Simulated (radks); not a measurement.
Isoelectronic series with 20 electrons, all held in the configuration [Ar] 4s2, which need not be the ground one along the series. Calculated with a radial shooting solver on a logarithmic mesh with Libxc functionals: Dirac Kohn-Sham, BLYP, spin-unpolarised, spherical densities, finite nucleus; Fermi nuclear charge, rms radius of each element as measured or else 0.836 A^(1/3) + 0.57 fm. Total energies (hartree) and mean radii <r> (bohr):

Ca: E (hartree) -680.56749; 4s1/2 3.997; 3p3/2 1.276; 3p1/2 1.268
V3+: E (hartree) -946.45698; 4s1/2 2.332; 3p3/2 0.9559; 3p1/2 0.9491
Fe6+: E (hartree) -1259.08019; 4s1/2 1.734; 3p3/2 0.7692; 3p1/2 0.7628
Cu9+: E (hartree) -1618.73007; 4s1/2 1.396; 3p3/2 0.6452; 3p1/2 0.6388
Ge12+: E (hartree) -2025.84829; 4s1/2 1.173; 3p3/2 0.5562; 3p1/2 0.5497
Br15+: E (hartree) -2480.97581; 4s1/2 1.013; 3p3/2 0.4890; 3p1/2 0.4823
Sr18+: E (hartree) -2984.74069; 4s1/2 0.8923; 3p3/2 0.4364; 3p1/2 0.4294
Nb21+: E (hartree) -3537.85751; 4s1/2 0.7971; 3p3/2 0.3940; 3p1/2 0.3867
Ru24+: E (hartree) -4141.13123; 4s1/2 0.7201; 3p3/2 0.3591; 3p1/2 0.3514
Ag27+: E (hartree) -4795.46946; 4s1/2 0.6564; 3p3/2 0.3298; 3p1/2 0.3218
Sn30+: E (hartree) -5501.87544; 4s1/2 0.6027; 3p3/2 0.3049; 3p1/2 0.2965
I33+: E (hartree) -6261.47222; 4s1/2 0.5568; 3p3/2 0.2834; 3p1/2 0.2746
Ba36+: E (hartree) -7075.5064; 4s1/2 0.5171; 3p3/2 0.2647; 3p1/2 0.2555
Pr39+: E (hartree) -7945.3667; 4s1/2 0.4823; 3p3/2 0.2482; 3p1/2 0.2386
Sm42+: E (hartree) -8872.5549; 4s1/2 0.4516; 3p3/2 0.2336; 3p1/2 0.2235
Tb45+: E (hartree) -9858.8586; 4s1/2 0.4242; 3p3/2 0.2206; 3p1/2 0.2100
Er48+: E (hartree) -10906.0520; 4s1/2 0.3996; 3p3/2 0.2088; 3p1/2 0.1978
Lu51+: E (hartree) -12016.3337; 4s1/2 0.3774; 3p3/2 0.1982; 3p1/2 0.1868
W54+: E (hartree) -13192.1329; 4s1/2 0.3572; 3p3/2 0.1886; 3p1/2 0.1766
Ir57+: E (hartree) -14436.0043; 4s1/2 0.3388; 3p3/2 0.1798; 3p1/2 0.1673
Hg60+: E (hartree) -15750.9104; 4s1/2 0.3218; 3p3/2 0.1718; 3p1/2 0.1587
Bi63+: E (hartree) -17140.2208; 4s1/2 0.3062; 3p3/2 0.1643; 3p1/2 0.1508
